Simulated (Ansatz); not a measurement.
Harmonic frequencies (cm⁻¹) at PBE0-D4/def2-TZVP from Ansatz: 123, 128, 141, 159, 200, 250, 251, 384, 387, 553, 685, 704, 752, 800, 827, 860, 933, 1285, 1289, 1437, 1438, 1445, 1452, 2336, 3055, 3055, 3139, 3141, 3147, 3148.

Question: Which molecule is it?
A. `N[Si](N)(N)Cl`
B. `NC1(F)C=C[SiH2]1`
C. `C[Si](C)(F)C#N`
D. `CC[Si]1(F)C=N1`

Answer: C.
